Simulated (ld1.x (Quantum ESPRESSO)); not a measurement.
Which change was made? (P, ultrasoft)

ld1.x (Quantum ESPRESSO) 7.5 input, shortened:

```
&input
   title='P', zed=15., rel=1, dft='PBE', iswitch=3,
   config='[Ne] 3s2 3p2.5'
 /
 &inputp
   pseudotype=3, tm=.true., lloc=-1, rcloc=1.00,
   nlcc=.false.
 /
4
3S  1  0   2.00   0.00  0.95  1.30  0.0
3S  1  0   0.00  -0.30  0.95  1.30  0.0
3P  2  1   2.50   0.00  1.85  1.95  0.0
3P  2  1   0.00   2.20  1.85  1.95  0.0
 &test
   configts(1)='3s2 3p2.5'
 /
```

Cutoffs, loose and tight: the cutoffs (Ry, on a coarse ladder) from which the occupation-weighted sum of valence levels, in a spherical-Bessel basis at the reference potential, stays within 10 and 1 mRy of its value at 400 Ry. They do not see the model core or the augmentation charge, which bear on the density cutoff. Test errors are all-electron minus pseudo excitation energies from the reference, over the configurations 3s2 3p3; 3s2 3p2; 3s2 3p1; 3s2 3p3.3; 3s2 3p0; 3s1 3p0; 3s1 3p3; variants that change the core or the reference have their own tests. The largest error is taken over the tests solved by every variant that gives reliable tests at all, those not shown here included: 3s2 3p1; 3s2 3p2; 3s2 3p3; 3s2 3p3.3.

The base gives: outcome: generated; bound ghosts: s; largest test error (meV): +72.

(1) After one change the result is: outcome: generated; bound ghosts: s; largest test error (meV): +75. Which change was it?
A. type TM; waves now 3s (bound): rc 1.30 bohr; 3p (bound): rc 1.95 bohr; local potential all-electron potential smoothed inside 1.40 bohr (lloc = -1)
B. reference 3s2 3p2
C. core correction a·sin(br)/r model core inside 1.34 bohr

## Answers

(1) C. The others give: reference 3s2 3p2 → outcome: generated, overlap not positive; bound ghosts: s (p not tested, overlap not positive); largest test error (meV): +264 | type TM; waves now 3s (bound): rc 1.30 bohr; 3p (bound): rc 1.95 bohr; local potential all-electron potential smoothed inside 1.40 bohr (lloc = -1) → outcome: generated; cutoff, loose: 35 Ry; cutoff, tight: 80 Ry; bound ghosts: none; largest test error (meV): +18. A file whose overlap is not positive is unfit for use, and its test errors describe a broken file.
